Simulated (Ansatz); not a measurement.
The cluster Zn5Cu2. The state is a singlet with charge 0. Geometry B3LYP-D4/def2-SVP, basis def2-TZVP, Ansatz.

```xyz
7

Cu    1.2936    0.3929    0.7204
Cu   -0.6388   -0.1889   -0.3599
Zn    1.7181    1.5954    2.8775
Zn   -1.9747   -2.2043   -0.3329
Zn   -2.8745    0.7465   -0.3612
Zn    3.7079    0.0264    0.1580
Zn   -1.2316   -0.3679   -2.7020
```

```
run  HOMO (eV)  LUMO (eV)
  A      -4.62      -3.07
  B      -4.94      -2.42
  C      -4.87      -3.30
  D      -4.52      -2.98
  E      -4.72      -3.06
```

No other spin state of charge 0 was run. Another isomer (singlet) lies 0.68 eV lower at PBE0-D4/def2-TZVP; other spin states weren't run for this one.

Q: The runs used BLYP, LDA (SPW92), PBE, PBE0, r2SCAN. Estimate which is which.

A: A PBE (0 % exact exchange); B PBE0 (25 % exact exchange); C LDA (SPW92) (0 % exact exchange); D BLYP (0 % exact exchange); E r2SCAN (0 % exact exchange). Exact exchange lowers occupied and raises empty levels; among semilocal functionals meta-GGAs tend to open the gap a little, and such runs are hard to tell apart. The gap grows from 1.54 eV (BLYP) to 2.53 eV (PBE0).
